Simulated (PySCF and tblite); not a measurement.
The numbers below are computed, except where a source is named.
C9H12, numbered as in [CH3:1][CH2:2][CH2:3][c:4]1[cH:5][cH:6][cH:7][cH:8][cH:9]1. Conformer-averaged GIAO shifts at 298.15 K against TMS at the same level, unscaled (PySCF, tblite), from 3 protocols:

A: shieldings mPW1PW91/pcSseg-1 (IEF-PCM, chloroform); weights PBE0-D3(BJ)/def2-SVP (IEF-PCM, chloroform) // GFN2-xTB; 2 conformers.
B: shieldings WP04/pcSseg-1 (IEF-PCM, chloroform); weights B3LYP-D3(BJ)/def2-SVPD (IEF-PCM, chloroform) // PBE0-D3(BJ)/def2-SVP; 2 conformers.
C: shieldings B97-D/pcSseg-1; weights OLYP-D3(BJ)/def2-SVP // PBE0-D3(BJ)/def2-SVP; 2 conformers.

| signal | measured (ppm) | A | B | C |
| --- | --- | --- | --- | --- |
| H1 | 0.95 | 0.91 | 0.83 | 0.89 |
| H2 | 1.65 | 1.56 | 1.39 | 1.52 |
| H3 | 2.59 | 2.66 | 2.43 | 2.48 |
| C1 | 13.8 | 16.0 | 16.7 | 16.0 |
| C2 | 24.8 | 32.3 | 32.0 | 31.9 |
| C3 | 38.3 | 42.9 | 41.2 | 42.6 |

Measured: Pretsch, Buehlmann, Badertscher, Structure Determination of Organic Compounds, 4th ed. (2009); solvent: not stated per compound (mostly CDCl3 or CCl4).

Question: Which protocol comes closest to experiment?

Answer: For ¹³C protocol B has the smallest mean absolute error, but the gap to the next is too small to matter. For ¹H protocol A has the smallest mean absolute error, but the gap to the next is too small to matter.
```tsv
nucleus	ppm	A	B	C
¹³C	mean absolute error	4.8	4.3	4.5
¹³C	scatter about the mean error	2.2	2.0	2.0
¹H	mean absolute error	0.07	0.18	0.10
¹H	scatter about the mean error	0.07	0.06	0.03
```

For scale, the study of CCCc1ccccc1 took 4.1 min on 1 thread of Arm Neoverse V1 (shared host) (rough), launched as `OMP_NUM_THREADS=1 python ens_run.py task.json out`.
